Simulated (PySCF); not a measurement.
A geometry optimisation on `CS[SiH2][Se]C`.

Method: PBE0-D3(BJ)/def2-SVP geometry optimisation, gas phase (PySCF 2.14.0). Start geometry: GFN2-xTB. A driver script takes a list of jobs; this job's settings line and coordinates (Å) are shown.

Command:
```bash
OMP_NUM_THREADS=1 python probes_run.py task.json out
```

Input:
```
{"job": {"xc": "PBE0", "basis": "def2-SVP", "d3": "d3bj", "grid": 1, "shake": 0.01, "kind": "geom"}, "charge": 0, "multiplicity": 1}
C     -2.640320    -0.478690     0.289660
S     -1.962110    -0.694760    -1.379120
Si     0.024780     0.007560    -1.114850
Se     0.766400    -0.289870     1.040370
C      2.565710     0.273350     0.716320
H     -2.051100    -0.969750     1.015010
H     -3.648090    -0.881690     0.266360
H     -2.695750     0.612190     0.508680
H      0.864800    -0.767300    -2.000010
H      0.116120     1.438370    -1.397890
H      3.094760     0.188960     1.676720
H      3.028220    -0.362830    -0.014380
H      2.542400     1.323850     0.382790
```

Give the output.

```
step   0  E = -3169.09994265  max force = 0.035450
step   1  E = -3169.10612138  max force = 0.008504
step   2  E = -3169.10695440  max force = 0.001162
step   3  E = -3169.10806356  max force = 0.008028
step   4  E = -3169.10861614  max force = 0.008287
step   5  E = -3169.10900373  max force = 0.003012
step   6  E = -3169.10920879  max force = 0.002875
step   7  E = -3169.10927273  max force = 0.002632
step   8  E = -3169.10939298  max force = 0.001653
step   9  E = -3169.10946112  max force = 0.001327
step  10  E = -3169.10951363  max force = 0.001202
step  11  E = -3169.10952645  max force = 0.000358
optimisation converged
```

Energies in Eh; «max force» is the largest Cartesian gradient component in Eh/bohr.

Give the first gradient maximum in eV/Å.

With 1 Eh/bohr = 51.422 eV/Å, 1.823 eV/Å.

How much energy does the optimisation release, in kcal/mol?

E(step 0) − E(last step) = 0.009584 Eh, which is 6.0 kcal/mol.

Main results: final energy -3169.10953 Eh after 11 steps; dipole 2.32 D.

Give the final coordinates.

0.600 Å rms from the input after alignment:
```
atom  x, y, z in Å
C1    -2.2561    0.0365    0.3842
S2    -1.8259   -0.6881   -1.2314
Si3    0.2593   -0.2459   -1.3118
Se4    1.3218   -1.2077    0.4649
C5     2.5892    0.2344    0.8475
H6    -1.5648   -0.3132    1.1638
H7    -3.2729   -0.3030    0.6217
H8    -2.2470    1.1348    0.3397
H9     0.6984   -0.7769   -2.6341
H10    0.5557    1.2200   -1.2272
H11    3.0483   -0.0074    1.8151
H12    3.3702    0.2847    0.0788
H13    2.0684    1.1974    0.9247
```

The run took 2.3 min of wall time on one thread, Arm Neoverse V1 (aarch64), no GPU (shared host), and the process peaked at 0.56 GiB of memory.
Labels such as C1 count atoms from 1, the log's own numbers from 0.
